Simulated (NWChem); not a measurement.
System: SiHOIF2; SMILES O[Si](F)(F)I

```xyz
6

O     -1.6145     1.6229    -0.0090
Si    -0.0487     1.1759    -0.0005
F      0.7143     1.7763     1.2794
F      0.7284     1.7750    -1.2724
I      0.0798    -1.2126     0.0005
H     -1.8223     2.5639    -0.0032
```
Atoms are numbered in this order, from 1.

Computed with NWChem. STO-3G and 3-21G are far too small for this property and stand as cheap habits. Structure relaxed at the PBE0/def2-SVP level. def2 effective core potentials on I; no spin-orbit coupling. Field at 589 nm.

Q: Order these by “anisotropy (bohr³)”, lowest first: B3LYP/STO-3G (all-electron, non-relativistic); B3LYP/def2-SVP (core potentials); B3LYP/def2-SVPD (core potentials).

A: B3LYP/def2-SVPD (core potentials) (21.3), B3LYP/def2-SVP (core potentials) (27.1), B3LYP/STO-3G (all-electron, non-relativistic) (28.0)
